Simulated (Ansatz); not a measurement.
Species: SnHI, charge 0, singlet. SnHI (SMILES [I][SnH]).
B3LYP-D3(BJ)/def2-TZVP minimum from Ansatz (a first-principles code):
```
Sn
H 1 1.7831
I 1 2.7586 2 92.83
```
Charge 0, spin multiplicity 1.

Quantity: atomisation energy (electronic, to ground-state atoms), in kJ/mol. Radicals and triplets start from unrestricted determinants; spin-orbit coupling is neglected. Correlated methods leave the cores frozen (noble-gas shells, and filled d and f shells in the p block). Past Kr the def2 sets carry scalar-relativistic core potentials. CBS(X,Y): correlation extrapolated as X^-3, Hartree-Fock from the larger set. A bracket is a step between two methods taken in the basis named. Where a partner has so few electrons that a lower coupled-cluster level is exact, that level stands in. Spin-orbit terms, left out, reach several kcal/mol for Br and I, and more for heavier atoms.

CCSD(T)/CBS(def2-TZVPP,def2-QZVPP) + [CCSDT(Q) - CCSD(T)]/def2-TZVPP + [CCSDTQ - CCSDT(Q)]/def2-SVP (Ansatz) gives 564.6 kJ/mol.

How far off this value is PBE/def2-TZVPD (Ansatz), in which direction, and how far these levels: r2SCAN/def2-TZVPD, B3LYP/def2-TZVPD, B2PLYP/def2-TZVPD, CCSD(T)/CBS(def2-TZVPP,def2-QZVPP)?

PBE gives 570.5 kJ/mol, 5.9 kJ/mol above it. Differences of the others: r2SCAN/def2-TZVPD (Ansatz) -0.3; B3LYP/def2-TZVPD (Ansatz) -7.8; B2PLYP/def2-TZVPD (Ansatz) -18.1; CCSD(T)/CBS(def2-TZVPP,def2-QZVPP) (Ansatz) -1.1 kJ/mol.
